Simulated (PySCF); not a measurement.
Molecule: SMILES CCc1ccc(C#N)s1 (C7H7NS). Atoms near the plane z = 0.0 Å, at the GFN2-xTB optimised geometry (x, y, z in Å): C2 (-1.5, -2.5, 0.0), C3 (-0.6, -1.4, 0.0), C4 (0.7, -1.4, 0.0), C5 (1.3, -0.1, 0.0), C6 (0.3, 0.9, 0.0), C7 (0.6, 2.3, 0.0), N8 (0.7, 3.4, 0.0), S9 (-1.3, 0.2, 0.0), H13 (-1.0, -3.4, 0.2), H14 (-2.4, -2.4, 0.7), H15 (1.3, -2.3, 0.0), H16 (2.4, 0.1, 0.0).

Computed with CAM-B3LYP/def2-TZVP (PySCF 2.14.0). Cells within 0.4 Å of a nucleus heavier than hydrogen are left out (blank, or x). The values are rescaled to run from 0 to 1.

```
|0000000000001111000000000|
|0000000000023333200000000|
|0000000000135565320000000|
|0000000001346887531000000|
|0000000001357xx8631000000|
|0000000002468xx8642000000|
|0000000012468997531000000|
|0000000123468xx7531000000|
|0000012344568986431000000|
|0000023566678986443100000|
|000012467888xx87665310000|
|000013578x988998886420000|
|000013578x9878xx997420000|
|000002467888779x876420000|
|0000023467888898754210000|
|0000124568xx9xx8642100000|
|0000245678988898642000000|
|00002468xx876789742000000|
|00002467xx865566531000000|
|0000235678864344320000000|
|0000134567764222100000000|
|0000122345543100000000000|
|0000001123331000000000000|
|0000000001110000000000000|
|0000000000000000000000000|
```
Scale: ten equal steps from 0.000 (start of '0') to 1.00 (end of '9'), in the order '0123456789'; x runs from -5.50 to 5.50, y from -5.50 (bottom) to 5.50 (top).

Task: Which quantity is mapped?
A. Laplacian of the electron density
B. electron localisation function
C. an orbital amplitude
D. log10 of the electron density

Result: D, log10 of the electron density. In full: log10 of the electron density (e/bohr³), floored at −4.
